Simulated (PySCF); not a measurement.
## Broadened absorption spectrum of C3H7FOSi

Compound: C3H7FOSi.
SMILES: `C[Si@@H]1OC[C@H]1F`

Method used: PySCF 2.14.0, density-fitted response routines, TDDFT wB97X-D/def2-SVPD, vertical, gas phase, core orbitals frozen in the response. Geometry: GFN2-xTB; no solvent, vibrations or thermal averaging.

Computed states:

| state | E (eV) | f |
| --- | --- | --- |
| S1 | 6.64 | 0.028 |
| S2 | 6.97 | 0.019 |
| S3 | 7.72 | 0.011 |
| S4 | 7.77 | 0.0097 |
| S5 | 8.01 | 0.014 |
| S6 | 8.25 | 0.062 |
| S7 | 8.29 | 0.044 |
| S8 | 8.43 | 0.010 |

Each state is given a Gaussian of 0.5 eV full width at half maximum, with ε(max) = 2.175×10⁸ f / Δν̃ (Δν̃ the width in cm⁻¹). The cross-section is σ = 3.8235×10⁻²¹ ε cm², given in Mb (10⁻¹⁸ cm²). The width is an assumption, not a result. The curve ends short of the highest state used, and states not computed would add to its high-energy end.

(1) Give the broadened spectrum and its maxima.

(2) Does any computed singlet lie in the visible range?

(3) Coming from long wavelengths, where does ε first pass 100 L mol⁻¹ cm⁻¹?

(4) On this curve, what absorbance would a 10⁻³ mol/L sample give at 193 nm over a 1 cm path?

Answers

(1) 
(λ (nm), σ (Mb)): (158.3, 8.64), (159.3, 7.45), (160.2, 6.54), (161.2, 5.63), (162.1, 4.87), (163.1, 4.07), (164.0, 3.41), (165.0, 2.76), (165.9, 2.28), (166.9, 1.89), (167.8, 1.68), (168.8, 1.61), (169.7, 1.68), (170.7, 1.92), (171.6, 2.24), (172.6, 2.69), (173.5, 3.16), (174.5, 3.73), (175.4, 4.24), (176.4, 4.80), (177.3, 5.28), (178.3, 5.76), (179.2, 6.15), (180.2, 6.52), (181.1, 6.80), (182.1, 7.04), (183.0, 7.18), (184.0, 7.25), (184.9, 7.22), (185.9, 7.08), (186.8, 6.85), (187.8, 6.50), (188.7, 6.10), (189.7, 5.57), (190.6, 5.05), (191.6, 4.44), (192.5, 3.89), (193.5, 3.29), (194.4, 2.78), (195.4, 2.26), (196.3, 1.85), (197.3, 1.45), (198.2, 1.14), (199.2, 0.86), (200.1, 0.66), (201.1, 0.48), (202.0, 0.36), (203.0, 0.25), (203.9, 0.18), (204.9, 0.13), (205.8, 0.09), (206.8, 0.06), (207.7, 0.04), (208.7, 0.03), (209.6, 0.02), (210.6, 0.01)

Maxima: 184 nm (6.73 eV), ε about 1900, made up of S1 (71%) and S2 (29%) (ε in L mol⁻¹ cm⁻¹; maxima over ε = 5, shares over 10%). At its high-energy end, 7.83 eV, the curve is still rising (ε about 2200, from S3, S4, S5 and S6).

(2) No computed singlet lies in the visible range (380 to 750 nm); the lowest, at 187 nm, stands 3.38 eV above its violet end (3.26 eV).

(3) At about 202 nm (6.14 eV), 0.49 eV below S1.

(4) 193 nm is 6.424 eV, where ε is about 940 L mol⁻¹ cm⁻¹, so A = ε c l ≈ 0.94 (Beer–Lambert, with the gas-phase spectrum and the assumed width).
